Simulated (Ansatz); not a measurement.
Calculated with Ansatz (gas phase, PBE0-D4/def2-TZVP geometries, no zero-point term in ΔE). CCSD(T)/CBS adds triple-zeta CCSD(T) − MP2 to the extrapolated MP2 energy (def2 sets, frozen cores). Functionals use def2-TZVPP. def2 core potentials past Kr. For Sn outer-core shells are correlated without core-valence functions, which leaves a few kJ/mol of doubt a bond. One conformer a species, not always the lowest.

Reaction (formal exchange of groups at a C–C bond): `FCC(F)(CF)CF` + `[SiH3][SnH3]` → `FC[SiH2][SnH3]` + `FCC(F)CF`

(1) Is it downhill or uphill in electronic energy at CCSD(T)/CBS, and by how much? (An estimate is asked.)

(2) What do these levels give: r2SCAN-D4, r2SCAN, PBE0, SCS-MP2/def2-TZVPP, MP2/def2-QZVPP, CCSD/CBS(def2)? (An estimate is asked.)

Largest T1 diagnostic among the species: 0.013.

Answers

(1) Ansatz gave: Uphill: ΔE = +4.5 kJ/mol.

(2) Computed: r2SCAN-D4 4.6, r2SCAN 4.0, PBE0 -0.5, SCS-MP2/def2-TZVPP 6.4, MP2/def2-QZVPP 4.3, CCSD/CBS(def2) 3.5 kJ/mol.

From PBE to PBE0 (25 % exact exchange), in def2-TZVPP and without D4, ΔE moves by +4.0 kJ/mol.
